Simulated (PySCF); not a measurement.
# Electronic absorption of C6H11P

Compound: C6H11P.
SMILES: `C=C(C)PC(=C)C`

Computed, not measured: PySCF 2.14.0, density-fitted response routines, TDDFT B3LYP/def2-SVPD, vertical, gas phase, core orbitals frozen in the response. One conformer (not necessarily the lowest) at the GFN2-xTB geometry, without solvent, vibrations or thermal averaging. Torsions of this conformer, `[CH2:1]=[C:2]([CH3:3])[PH:4][C:5](=[CH2:6])[CH3:7]`: C1–C2–P4–C5 33°, C2–P4–C5–C6 -112°.

Predict the UV-vis stick spectrum at this level.

```csv
state,λ (nm),E (eV),f,|μ| (D),"main configurations (H = HOMO, L = LUMO)"
S1,247.8,5.00,0.0094,0.70,H→L (98%)
S2,219.0,5.66,0.100,2.16,H→L+1 (89%)
S3,210.4,5.89,0.0092,0.64,H→L+2 (98%)
S4,196.7,6.30,0.0067,0.53,H→L+3 (79%)
S5,194.2,6.38,0.063,1.61,"H-2→L (42%), H-1→L (30%), H-1→L+1 (16%)"
S6,192.6,6.44,0.040,1.28,"H-1→L+1 (64%), H-2→L+1 (12%)"
S7,184.8,6.71,0.054,1.46,"H→L+4 (71%), H→L+5 (10%), H-1→L+2 (9%)"
S8,183.2,6.77,0.051,1.41,"H-1→L+2 (67%), H-1→L (8%)"
```

Triplets (Tamm–Dancoff): T1 4.16 eV, H→L+1 (75%), H-2→L+1 (10%); T2 4.31 eV, H-1→L (63%), H→L (24%); T3 4.87 eV, H→L (69%), H-1→L (16%).

The lowest singlet comes at 248 nm (483 kJ/mol) in the ultraviolet; it is weak; its leading configuration is HOMO→LUMO (98%). The most intense listed level is S2 at 5.66 eV (219 nm, f = 0.100), 0.66 eV above S1. Löwdin shares by element: HOMO carbon 42% or more, phosphorus 40% (atoms not listed hold the other 18%); LUMO carbon 60% or more, phosphorus 9%, hydrogen 6% or more (atoms not listed hold the other 24%). Orbital energies (eV): HOMO-3 -8.80, HOMO-2 -7.90, HOMO-1 -7.38, HOMO -6.42, LUMO -0.43, LUMO+1 -0.15, LUMO+2 0.31. The oscillator strengths of these states sum to 0.333; summed over the whole spectrum of an exact calculation they would give the number of electrons, 62 (Thomas–Reiche–Kuhn). The listed states span 1.77 eV, and the widest gap between neighbours is 0.66 eV (S1 to S2). Only the lowest 8 singlets were computed, as vertical energies without vibronic structure.

Cost: about 2 min of CPU time on one thread (grids of density and orbitals included); the machine was shared, so the figure is rough.
